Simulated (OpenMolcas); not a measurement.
**Exact exchange and the vertical energy of the triplet above the singlet of C2H7NSi**

C2H7NSi: 11 atoms, total charge 0, spin state singlet. SMILES: `C=N[SiH2]C`. The coordinates come from a PBE0-D4/def2-TZVP relaxation. This is one conformer, not always the lowest.

The vertical energy of the triplet above the singlet y, in eV, basis 6-31G(d); a is the functional's share of exact exchange. Programs: OpenMolcas 26.06.

| functional | program | a | y (eV) |
| --- | --- | --- | --- |
| TPSS | OpenMolcas | 0 | 3.63 |
| revPBE | OpenMolcas | 0 | 3.65 |
| B3LYP | OpenMolcas | 0.2 | ? |
| PBE0 | OpenMolcas | 0.25 | 3.59 |
| BHLYP | OpenMolcas | 0.5 | 3.58 |

Task: Fit y = c + s·a to the known rows and predict B3LYP.

Result: 
1. Means of the 4 rows: a = 0.1875, y = 3.612.
2. Σ(Δa)² = 0.17188, Σ(Δa·Δy) = -0.021875, so the slope is -0.021875/0.17188 = -0.12727.
3. Intercept: 3.612 − (-0.12727) × 0.1875 = 3.636. The largest residual of the fit is 0.014.
4. B3LYP: 3.636 + (-0.12727) × 0.2 = 3.61 eV.

The run gave 3.69 eV, so the prediction is off by -0.08 eV, more than the largest residual. Exact exchange favours the state with more unpaired electrons. The rows mix families of semi-local functionals, which the line can't see.
